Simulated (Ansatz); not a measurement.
`C[B](F)[GeH2][Cl]` + `[SH][GeH3]` → `[Cl][GeH2][S][GeH3]` + `CBF` at 298.15 K and 1 bar (cleavage of the Ge–B bond).

Calculated with Ansatz (gas phase, PBE0-D4/def2-TZVP geometries, no zero-point term in ΔE). CCSD(T)/CBS is the MP2 limit (def2-TZVPP, def2-QZVPP) plus CCSD(T) − MP2 in def2-TZVPP, frozen cores. This one scheme is used for every species. For Ge outer-core shells are correlated without core-valence functions, which leaves a few kJ/mol of doubt a bond. Scalar relativity is left out up to krypton. Each species was taken in one conformer, which may not be the lowest.

| species | CCSD(T)/CBS energy (Eh) | H − E (kJ/mol) | S (J/(mol·K)) |
| --- | --- | --- | --- |
| `C[B](F)[GeH2][Cl]` | -2701.63708 | 181.3 | 386.0 |
| `[SH][GeH3]` | -2476.30083 | 99.2 | 286.9 |
| `[Cl][GeH2][S][GeH3]` | -5012.86081 | 136.3 | 388.8 |
| `CBF` | -165.10297 | 148.1 | 274.8 |

H − E and S are ideal-gas, rigid-rotor, harmonic terms from PBE0-D4/def2-TZVP, for one conformer and one mirror image of each species. 1 Eh = 2625.50 kJ/mol, R = 8.31446 J/(mol·K).

Problem. By hand: ΔE, ΔH, ΔS and ΔG.

Solution. ΔE = (-5012.86081) + (-165.10297) − (-2701.63708) − (-2476.30083) = -0.02587 Eh = -67.9 kJ/mol. Δ(H − E) = 136.3 + 148.1 − 181.3 − 99.2 = 3.9, so ΔH = -64.0 kJ/mol. ΔS = 388.8 + 274.8 − 386.0 − 286.9 = -9.3 J/(mol·K). ΔG = -64.0 − 298.15 × (-9.3)/1000 = -61.2 kJ/mol.

Problem. By hand: the equilibrium constant, and the temperature at which ΔG would vanish if ΔH and ΔS stayed fixed.

Solution. log₁₀ K = −ΔG/(RT ln 10) = 10.7. ΔG = 0 at ΔH/ΔS = 6882 K, far beyond where these terms or the molecules hold.

The number of gas molecules stays the same, so ΔS is small and ΔH decides. A doubt of 5 kJ/mol in ΔE shifts log₁₀ K by 0.9 here. Other conformers and mirror images would add mixing entropy, several J/(mol·K) or more a flexible species. Modes under 60 cm⁻¹, often nearly free rotors, make the harmonic entropy too high. These are equilibria of isolated gas molecules and say nothing of rates. Largest T1 diagnostic: 0.012 (customary marks: 0.02 for closed shells, 0.045 for open ones).
